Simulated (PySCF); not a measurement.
The 4-electron isoelectronic series, spin-free X2C

All values are computed (PySCF 2.14, energy differences of UHF-based or UKS calculations, no spin-orbit coupling). Each ion has its own even-tempered basis scaled to its charge (19s8p6d5f4g for the first); frozen: nothing. Ionisation energies in eV, correlation energies of the ion in mhartree.

```
  ion  configuration     UHF     LDA     PBE    PBE0  r2SCAN  MP2 (all electrons)  E_corr MP2  NIST (with spin-orbit, Breit and QED)
Fe²²⁺  [He] 2s2 (1S)  1944.3  1943.8  1947.6  1947.1  1944.2               1948.9      -221.9                       1950.4 ± 1.8 (s)
Co²³⁺  [He] 2s2 (1S)  2113.3  2112.6  2116.7  2116.2  2113.1               2117.9      -226.6                       2119.4 ± 1.9 (s)
Ni²⁴⁺  [He] 2s2 (1S)  2289.5  2288.7  2293.0  2292.4  2289.3               2294.3      -231.1                       2295.6 ± 2.1 (s)
Zn²⁶⁺  [He] 2s2 (1S)  2663.9  2662.8  2667.5  2667.0  2663.6               2668.9      -239.5                       2669.9 ± 2.5 (s)
Ga²⁷⁺  [He] 2s2 (1S)  2862.1  2860.9  2865.9  2865.3  2861.7               2867.2      -243.1                           2868 ± 3 (s)
Ge²⁸⁺  [He] 2s2 (1S)  3067.8  3066.4  3071.6  3071.0  3067.4               3073.0      -247.2                           3074 ± 3 (s)
As²⁹⁺  [He] 2s2 (1S)  3281.0  3279.4  3284.9  3284.3  3280.4               3286.2      -250.3                           3287 ± 3 (s)
Se³⁰⁺  [He] 2s2 (1S)  3501.6  3500.0  3505.7  3505.0  3501.1               3507.0      -253.6                           3507 ± 3 (s)
Br³¹⁺  [He] 2s2 (1S)  3729.9  3728.1  3734.0  3733.3  3729.3               3735.3      -256.7                           3735 ± 4 (s)
```

(1) Interpolate the row of Cu²⁵⁺.

Each ion has its own basis, which adds noise of up to about 0.1 % along the series.

NIST values marked (s) are semi-empirical, (t) theoretical. Open shells are high-spin determinants of the terms that Hund's rules give.

MP2 underrates the 2s², 2p² near-degeneracy of four-electron ions.

At high Z the X2C-1e correlation energies are inflated by the missing two-electron picture change in the 1s pairs.

## Answers

(1) configuration [He] 2s2 (1S); UHF 2473.0; LDA 2472.1; PBE 2476.6; PBE0 2476.0; r2SCAN 2472.7; MP2 (all electrons) 2477.9; E_corr MP2 -235.1; NIST (with spin-orbit, Breit and QED) 2479.1 ± 2.2 (s).
